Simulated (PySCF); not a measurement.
A structure optimised at PBE-D3(BJ)/def2-SVP, used in a PySCF frequency run:

```
Ga
O 1 1.7969
C 2 1.4136 1 120.85
H 3 1.1120 2 108.66 1 160.92
H 3 1.1163 4 107.12 2 -121.72
H 3 1.1167 4 107.04 5 -115.05
N 1 1.8232 2 122.96 3 -4.85
H 7 1.0226 1 119.77 2 27.18
H 7 1.0226 8 111.05 1 -143.98
Cl 1 2.1496 2 115.90 3 -178.11
```

Q: Write its SMILES and formula.

A: C[O][Ga]([NH2])[Cl], CH5ClGaNO

Q: What are its rotational constants (standard atomic weights)?

A: 4.6573, 1.7458, 1.2819 GHz
